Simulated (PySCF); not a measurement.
ClSi, SMILES [Si]Cl (connectivity only; charge and spin as stated), charge +1, multiplicity 1.

The structure is a stationary point at PBE-D3(BJ)/def2-TZVPD.

Two levels are set side by side: PBE/def2-TZVPD (PySCF) and B3LYP/def2-TZVPD (PySCF). Same geometry, gas phase. Differences are taken from unrounded values.

| quantity | B3LYP |
|---|---|
| orbital gap (eV) | 6.17 |
| highest occupied level (eV) | -16.00 |
| lowest empty level (eV) | -9.82 |
| mean polarisability (bohr³) | 32.0 |

Task: What does PBE give, and how far is it from B3LYP? (Estimate from the structure and the level; the computed values follow.)

Result: 
| quantity | PBE | PBE minus B3LYP |
|---|---|---|
| orbital gap (eV) | 4.54 | -1.64 |
| highest occupied level (eV) | -15.04 | 0.96 |
| lowest empty level (eV) | -10.50 | -0.68 |
| mean polarisability (bohr³) | 32.4 | 0.4 |

Without exact exchange PBE keeps part of each electron's self-repulsion, which lifts occupied levels and narrows the gap. Differences between two approximate levels are no errors against the true value.

Rough cost on one machine, each run with all the roots and properties that it gave: B3LYP against PBE within a factor of 2.
